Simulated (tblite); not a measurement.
Compound: C2H12SSi3.
Numbering: `[CH3:1][CH2:2][S:3][SiH:4]([SiH3:5])[SiH3:6]` (hydrogens: H7, H8, H9 on C1; H10, H11 on C2; H12 on Si4; H13, H14, H15 on Si5; H16, H17, H18 on Si6)

The geometry is computed with GFN2-xTB (gas phase).

(1) What internal coordinates does the optimisation give?

## Answers

(1) 
```
                    bond  length (Å)   order
                   C1–C2       1.515  single
                   C2–S3       1.825  single
                  S3–Si4       2.187  single
        Si4–Si5, Si4–Si6       2.326  single
     C1–H7, C1–H8, C1–H9       1.088  single
          C2–H10, C2–H11       1.090  single
                 Si4–H12       1.476  single
Si5–H13 and 5 like bonds       1.465  single
```

Bonds in one row agree within 0.01 Å and their mean is given. Orders are formal, as drawn. A selection of angles:
```
      angle  degrees
   C2–C1–H7    109.9
   C2–C1–H8    110.8
   H7–C1–H8    108.7
   H8–C1–H9    108.5
   C1–C2–S3    112.2
  C1–C2–H10    110.8
  S3–C2–H10    104.8
  S3–C2–H11    108.0
 H10–C2–H11    109.0
  C2–S3–Si4    102.6
 S3–Si4–Si5    107.7
 S3–Si4–H12    100.8
Si5–Si4–Si6    121.0
Si5–Si4–H12    108.4
Si6–Si4–H12    109.5
Si4–Si5–H13    111.8
Si4–Si5–H14    114.7
Si4–Si5–H15    108.6
H13–Si5–H14    107.0
Si4–Si6–H16    108.0
```

Torsions: C1–C2–S3–Si4 -81° (synclinal); C2–S3–Si4–Si5 -108° (anticlinal). The mirror-image conformer, all signs reversed, is as good.

Si4 (SiH silicon) is distorted tetrahedral (angles from 100.8° to 121.0°). Si5 (SiH3 silicon) is distorted tetrahedral (angles from 106.9° to 114.7°). Of the pairs four or more bonds apart, Si4···H8 is among the closest relative to their van der Waals radii: 3.28 Å, 99 % of the sum of Bondi's values.

Point group: C1 (no symmetry element, even within 0.4 Å). GFN2-xTB frequencies show an imaginary mode (29i cm⁻¹), so the point is no minimum at that level. 3 starts were optimised and ended at 0.00, 0.23 and 0.57 kcal/mol (GFN2-xTB); the lowest of these is shown.

On Arm Neoverse N1, one thread, shared host with 64 logical CPUs at a one-minute load of 60, this took 1.8 s of wall time. These figures are those of the optimisation.
